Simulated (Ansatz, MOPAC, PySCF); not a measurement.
Complex: H2O (SMILES O) (first 3 atoms) with CHN (SMILES C#N); geometry from B3LYP-D3(BJ)/def2-TZVP, rigid monomers moved along the line of their centres of mass till O1···H6 is 2.81 Å.
(charge 0, multiplicity 1):
```xyz
6

O     -0.08341    -0.07771    -0.10327
H      0.70905    -0.23245    -0.62767
H     -0.82821    -0.23088    -0.69383
C     -0.25248    -0.30682     3.77579
N     -0.30142    -0.39359     4.91852
H     -0.20643    -0.22859     2.70244
```

Counterpoise-corrected where a basis set is named; no monomer relaxation.

Frozen-core correlation. The state that PM7 reach isn't checked; PM7 holds dispersion and hydrogen-bond terms.

Codes used: Ansatz (an electronic-structure program); MOPAC for PM7 (differences of heats of formation); PySCF for the dispersion terms. 

Task: Estimate the interaction energy that CCSD/aug-cc-pVDZ returns for this input.

Result: -136 meV

Task: Give the interaction energy at the level PBE-D3(BJ)/def2-TZVPPD.

Result: -142 meV

Task: Predict the interaction energy from PM7.

Result: -104 meV
